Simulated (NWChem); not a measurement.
System: PbBr, doublet; SMILES [Br][Pb]

The following NWChem deck was run.

```
start job
memory heap 200 mb stack 900 mb global 1100 mb
geometry units angstroms noautosym nocenter noautoz
  Pb     0.000000     0.000000    -0.794860
  Br     0.000000     0.000000     1.850303
end
basis spherical
  * library def2-svpd
end
ecp
  Pb library def2-ecp
end
dft
  odft
  mult 2
  xc xpbe96 cpbe96
  iterations 150
end
tddft
  cis
  nroots 8
end
task tddft energy
```

Excerpt of the output:

```
             Northwest Computational Chemistry Package (NWChem) 7.3.0
             --------------------------------------------------------

                             Geometry "geometry" -> ""
                             -------------------------

 Output coordinates in angstroms (scale by  1.889725989 to convert to a.u.)

  No.       Tag          Charge          X              Y              Z
 ---- ---------------- ---------- -------------- -------------- --------------
    1 Pb                  82.0000     0.00000000     0.00000000    -0.79486000
    2 Br                  35.0000     0.00000000     0.00000000     1.85030300

 Effective nuclear repulsion energy (a.u.)     574.1569440632

 Summary of "ao basis" -> "ao basis" (spherical)
 ------------------------------------------------------------------------------
       Tag                 Description            Shells   Functions and Types
 ---------------- ------------------------------  ------  ---------------------
 Pb                        def2-svpd                12       32   5s4p3d
 Br                        def2-svpd                15       41   6s5p4d

            General Information
            -------------------
          SCF calculation type: DFT
          Wavefunction type:  spin polarized.
          No. of atoms     :     2
          No. of electrons :    57
           Alpha electrons :    29
            Beta electrons :    28
          Charge           :     0
          Spin multiplicity:     2
          Use of symmetry is: off; symmetry adaption is: off
          Maximum number of iterations: 150
          AO basis - number of functions:    73
                     number of shells:    27
          Convergence on energy requested:  1.00D-06
          Convergence on density requested:  1.00D-05
          Convergence on gradient requested:  5.00D-04

              XC Information
              --------------
          PerdewBurkeErnzerhof Exchange Functional  1.000
            Perdew 1991 LDA Correlation Functional  1.000 local
           PerdewBurkeErnz. Correlation Functional  1.000 non-local

             Grid Information
             ----------------
          Grid used for XC integration:  medium
          Radial quadrature: Mura-Knowles
          Angular quadrature: Lebedev.
          Tag              B.-S. Rad. Rad. Pts. Rad. Cut. Ang. Pts.
          ---              ---------- --------- --------- ---------
          Pb                  1.80      123          12.0       590
          Br                  1.15      112          13.0       590
          Grid pruning is: on
          Number of quadrature shells:   235
          Spatial weights used:  Erf1

      Superposition of Atomic Density Guess
      -------------------------------------

 Sum of atomic energies:       -2791.44812768

      Non-variational initial energy
      ------------------------------

 Total energy =   -2763.847181
 1-e energy   =   -4224.941184
 2-e energy   =    1307.051897
 HOMO         =      -0.057243
 LUMO         =      -0.057243

   convergence    iter        energy       DeltaE   RMS-Dens  Diis-err
 ---------------- ----- ----------------- --------- --------- ---------
 d= 0,ls=0.0,diis     1  -2766.3474365561 -2.92D+03  2.06D-02  1.01D-01
                                                     1.69D-02  9.70D-02
 d= 0,ls=0.5,diis     2  -2765.5578776002  7.90D-01  3.77D-03  9.76D-01
                                                     3.99D-03  1.17D+00
 d= 0,ls=0.5,diis     3  -2765.9770341929 -4.19D-01  2.78D-03  4.43D-01
                                                     3.04D-03  5.27D-01
 d= 0,ls=0.5,diis     4  -2766.2149223605 -2.38D-01  1.49D-03  1.86D-01
                                                     1.72D-03  2.12D-01
 d= 0,ls=0.5,diis     5  -2766.3022444240 -8.73D-02  1.41D-03  8.53D-02
                                                     1.53D-03  9.42D-02
 d= 0,ls=0.5,diis     6  -2766.3559021839 -5.37D-02  1.03D-03  3.39D-02
                                                     1.07D-03  3.62D-02
  Resetting Diis
 d= 0,ls=0.5,diis     7  -2766.3807861304 -2.49D-02  7.55D-04  1.38D-02
                                                     7.41D-04  1.42D-02
 d= 0,ls=0.5,diis     8  -2766.3917692516 -1.10D-02  1.47D-03  6.36D-03
                                                     1.40D-03  6.29D-03
 d= 0,ls=0.5,diis     9  -2766.3995743834 -7.81D-03  7.23D-04  2.80D-03
                                                     6.78D-04  2.64D-03
 d= 0,ls=0.5,diis    10  -2766.4014029282 -1.83D-03  4.56D-04  9.41D-04
                                                     4.10D-04  8.19D-04
 d= 0,ls=0.5,diis    11  -2766.4023720794 -9.69D-04  3.26D-04  3.61D-04
                                                     2.84D-04  2.93D-04
 d= 0,ls=0.5,diis    12  -2766.4028458426 -4.74D-04  2.17D-04  1.14D-04
                                                     1.78D-04  7.29D-05
 d= 0,ls=0.5,diis    13  -2766.4030544976 -2.09D-04  1.46D-04  5.93D-05
                                                     1.12D-04  2.99D-05
 d= 0,ls=0.5,diis    14  -2766.4031663696 -1.12D-04  1.08D-04  4.24D-05
                                                     7.54D-05  2.02D-05
 d= 0,ls=0.5,diis    15  -2766.4032337836 -6.74D-05  8.22D-05  3.16D-05
                                                     5.31D-05  1.52D-05
 d= 0,ls=0.5,diis    16  -2766.4032762525 -4.25D-05  6.46D-05  2.38D-05
                                                     3.86D-05  1.19D-05
 d= 0,ls=0.5,diis    17  -2766.4033038635 -2.76D-05  5.19D-05  1.76D-05
                                                     2.84D-05  9.12D-06
 d= 0,ls=0.5,diis    18  -2766.4033222667 -1.84D-05  4.22D-05  1.26D-05
                                                     2.11D-05  6.61D-06
 d= 0,ls=0.5,diis    19  -2766.4033347122 -1.24D-05  3.39D-05  8.60D-06
                                                     1.62D-05  4.56D-06
 d= 0,ls=0.5,diis    20  -2766.4033426428 -7.93D-06  2.77D-05  6.08D-06
                                                     1.24D-05  3.31D-06
 d= 0,ls=0.5,diis    21  -2766.4033480376 -5.39D-06  2.25D-05  4.16D-06
                                                     9.46D-06  2.29D-06
 d= 0,ls=0.5,diis    22  -2766.4033515992 -3.56D-06  1.83D-05  2.86D-06
                                                     7.26D-06  1.59D-06
 d= 0,ls=0.5,diis    23  -2766.4033539694 -2.37D-06  1.49D-05  1.94D-06
                                                     5.59D-06  1.07D-06
 d= 0,ls=0.5,diis    24  -2766.4033555443 -1.57D-06  1.21D-05  1.32D-06
                                                     4.32D-06  7.25D-07
 d= 0,ls=0.5,diis    25  -2766.4033565867 -1.04D-06  9.86D-06  8.86D-07
                                                     3.34D-06  4.84D-07
 d= 0,ls=0.5,diis    26  -2766.4033572747 -6.88D-07  8.03D-06  5.97D-07
                                                     2.60D-06  3.24D-07

         Total DFT energy =    -2766.403357729889
      One electron energy =    -4225.839971521338
           Coulomb energy =     1412.389252734962
    Exchange-Corr. energy =     -106.994745887307
 Nuclear repulsion energy =      154.042106943794

[...]

                                NWChem TDDFT Module
                                -------------------

            General Information
            -------------------
           No. of orbitals :     146
            Alpha orbitals :      73
             Beta orbitals :      73
        Alpha frozen cores :       0
         Beta frozen cores :       0
     Alpha frozen virtuals :       0
      Beta frozen virtuals :       0
         Spin multiplicity :       2
    Number of AO functions :      73
        Use of symmetry is : off
      Symmetry adaption is : off
         Schwarz screening :  0.10D-07

              XC Information
              --------------
   PerdewBurkeErnzerhof Exchange Functional   1.00
     Perdew 1991 LDA Correlation Functional   1.00 local
    PerdewBurkeErnz. Correlation Functional   1.00 non-local

             TDDFT Information
             -----------------
          Calculation type : Tamm-Dancoff TDDFT
         Wavefunction type : Unrestricted
          No. of electrons :      57
           Alpha electrons :      29
            Beta electrons :      28
              No. of roots :       8
          Max subspacesize :    5600
            Max iterations :     100
               Target root :       1
           Target symmetry : none
      Symmetry restriction : off
                 Algorithm : Optimal
        Davidson threshold :  0.10D-03

    8 smallest eigenvalue differences (eV)
--------------------------------------------------------
  No. Spin  Occ  Vir  Irrep   E(Occ)    E(Vir)   E(Diff)
--------------------------------------------------------
    1    1   29   30 a        -0.145    -0.143     0.054
    2    1   29   31 a        -0.145    -0.073     1.954
    3    1   28   30 a        -0.252    -0.143     2.962
    4    1   27   30 a        -0.255    -0.143     3.053
    5    2   28   29 a        -0.248    -0.131     3.166
    6    2   27   29 a        -0.255    -0.131     3.367
    7    1   26   30 a        -0.275    -0.143     3.579
    8    1   29   32 a        -0.145    -0.011     3.659
--------------------------------------------------------

  Entering Davidson iterations
  Unrestricted

  Iter   NTrls   NConv    DeltaV     DeltaE      Time
  ----  ------  ------  ---------  ---------  ---------
    1      8       0     0.12E+00   0.10+100        8.6
    2     16       0     0.44E-01   0.27E-01        6.9
    3     24       3     0.10E-01   0.38E-02        6.9
    4     29       5     0.14E-02   0.10E-03        8.0
    5     32       7     0.32E-03   0.31E-05        7.0
    6     33       8     0.97E-04   0.60E-07        4.3
  ----  ------  ------  ---------  ---------  ---------
  Convergence criterion met

  Ground state a       -2766.403357729889 a.u.
  <S2> =   0.7523

  ----------------------------------------------------------------------------
  Root   1         a              0.001466407 a.u.                0.0399 eV
  <S2> =   0.7546
  ----------------------------------------------------------------------------
     Transition Moments    X  0.00000   Y -0.00000   Z -0.00000
     Dipole Oscillator Strength                    0.0000000000
     Electric Quadrupole                           0.0000000000
     Magnetic Dipole                               0.0000000131
     Total Oscillator Strength                     0.0000000131

     Occ.   29 alpha a   ---  Virt.   30 alpha a       -0.99945
  ----------------------------------------------------------------------------
  Root   2         a              0.070910292 a.u.                1.9296 eV
  <S2> =   0.7563
  ----------------------------------------------------------------------------
     Transition Moments    X  0.05853   Y -0.24680   Z -0.00000
     Dipole Oscillator Strength                    0.0030413518
     Electric Quadrupole                           0.0000000066
     Magnetic Dipole                               0.0000003025
     Total Oscillator Strength                     0.0030416608

     Occ.   29 alpha a   ---  Virt.   31 alpha a       -0.99870
  ----------------------------------------------------------------------------
  Root   3         a              0.107985406 a.u.                2.9384 eV
  <S2> =   2.2902
  ----------------------------------------------------------------------------
     Transition Moments    X  0.00000   Y  0.00000   Z  0.00000
     Dipole Oscillator Strength                    0.0000000000
     Electric Quadrupole                           0.0000000003
     Magnetic Dipole                               0.0000000001
     Total Oscillator Strength                     0.0000000004

     Occ.   28 alpha a   ---  Virt.   30 alpha a       -0.95641
     Occ.   27 beta  a   ---  Virt.   30 beta  a        0.05640
     Occ.   28 beta  a   ---  Virt.   29 beta  a        0.28590
  ----------------------------------------------------------------------------
  Root   4         a              0.109321192 a.u.                2.9748 eV
  <S2> =   2.6599
  ----------------------------------------------------------------------------
     Transition Moments    X  0.00000   Y  0.00000   Z  0.13867
     Dipole Oscillator Strength                    0.0014014271
     Electric Quadrupole                           0.0000000007
     Magnetic Dipole                               0.0000000000
     Total Oscillator Strength                     0.0014014279

     Occ.   27 alpha a   ---  Virt.   30 alpha a        0.81860
     Occ.   27 beta  a   ---  Virt.   29 beta  a       -0.56211
     Occ.   28 beta  a   ---  Virt.   30 beta  a       -0.10120
  ----------------------------------------------------------------------------
  Root   5         a              0.116847436 a.u.                3.1796 eV
  <S2> =   1.2064
  ----------------------------------------------------------------------------
     Transition Moments    X -0.00000   Y -0.00000   Z -0.00000
     Dipole Oscillator Strength                    0.0000000000
     Electric Quadrupole                           0.0000000012
     Magnetic Dipole                               0.0000000002
     Total Oscillator Strength                     0.0000000014

     Occ.   28 alpha a   ---  Virt.   30 alpha a        0.28577
     Occ.   28 beta  a   ---  Virt.   29 beta  a        0.95794
  ----------------------------------------------------------------------------
  Root   6         a              0.126812411 a.u.                3.4507 eV
  <S2> =   2.6614
  ----------------------------------------------------------------------------
     Transition Moments    X  0.06516   Y  0.01545   Z -0.00000
     Dipole Oscillator Strength                    0.0003791745
     Electric Quadrupole                           0.0000000033
     Magnetic Dipole                               0.0000000905
     Total Oscillator Strength                     0.0003792683

     Occ.   26 alpha a   ---  Virt.   30 alpha a       -0.83662
     Occ.   26 beta  a   ---  Virt.   29 beta  a        0.54237
  ----------------------------------------------------------------------------
  Root   7         a              0.132503217 a.u.                3.6056 eV
  <S2> =   0.7550
  ----------------------------------------------------------------------------
     Transition Moments    X -0.24501   Y  1.03303   Z -0.00000
     Dipole Oscillator Strength                    0.0995698007
     Electric Quadrupole                           0.0000000976
     Magnetic Dipole                               0.0000005108
     Total Oscillator Strength                     0.0995704091

     Occ.   29 alpha a   ---  Virt.   32 alpha a       -0.99871
  ----------------------------------------------------------------------------
  Root   8         a              0.133389225 a.u.                3.6297 eV
  <S2> =   0.8408
  ----------------------------------------------------------------------------
     Transition Moments    X -0.00000   Y -0.00000   Z -0.29966
     Dipole Oscillator Strength                    0.0079850150
     Electric Quadrupole                           0.0000000112
     Magnetic Dipole                               0.0000000000
     Total Oscillator Strength                     0.0079850262

     Occ.   26 alpha a   ---  Virt.   31 alpha a       -0.08412
     Occ.   27 alpha a   ---  Virt.   30 alpha a       -0.40194
     Occ.   26 beta  a   ---  Virt.   31 beta  a       -0.08114
     Occ.   27 beta  a   ---  Virt.   29 beta  a       -0.69894
     Occ.   28 beta  a   ---  Virt.   30 beta  a        0.57745

              Target root =      1
          Target symmetry = none
      Ground state energy =  -2766.403357729889
        Excitation energy =      0.001466406981
     Excited state energy =  -2766.401891322908

  stored tddft:energy   -2766.4018913229079
```

Level: PBE/def2-SVPD with def2 effective core potentials on Pb, spin-unrestricted, TDA. The state is orbitally degenerate and is run as one real component. All runs use the structure optimised with PBE0/def2-SVP, spin-unrestricted. This spin state was assumed; another may lie lower. No stability test was run on the SCF state. def2 effective core potentials on Pb; no spin-orbit coupling.
